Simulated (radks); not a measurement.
The lanthanum ion La24+, configuration [Ar] 3d10 4s2 4p3 (the NIST ground configuration). Calculated with a radial shooting solver on a logarithmic mesh with Libxc functionals: scalar-relativistic Kohn-Sham, BLYP, spin-polarised, spherical densities, finite nucleus; open shells are filled with parallel spins first (spin-orbit coupling, left out, can overturn this in heavy ions); Fermi nuclear charge, rms radius 4.855 fm. Some entries of the table are withheld. Estimate them.

| orbital | occ. | eigenvalue (hartree) | r(max) (bohr) |
|---|---|---|---|
| 1s up | 1 | -1451.483 | 0.01608 |
| 1s down | 1 | -1451.420 | 0.01608 |
| 2s up | 1 | -253.5954 | 0.09088 |
| 2s down | 1 | -253.5602 | 0.09089 |
| 2p up | 3 | -230.2050 | 0.07305 |
| 2p down | 3 | -230.1491 | 0.07307 |
| 3s up | 1 | -73.89760 | 0.2587 |
| 3s down | 1 | -73.83400 | 0.2588 |
| 3p up | 3 | -66.41565 | 0.2527 |
| 3p down | 3 | -66.34376 | 0.2528 |
| 3d up | 5 | -55.82955 | 0.2073 |
| 3d down | 5 | -55.76057 | 0.2073 |
| 4s up | 1 | -32.16027 | 0.5751 |
| 4s down | 1 | -31.80623 | 0.5739 |
| 4p up | 3 | (1) | (2) |
| 4p down | 0 | (3) | (4) |

Answer. 
(1) 4p up eigenvalue (hartree): -29.43909
(2) 4p up r(max) (bohr): 0.5902
(3) 4p down eigenvalue (hartree): -29.08792
(4) 4p down r(max) (bohr): 0.5891
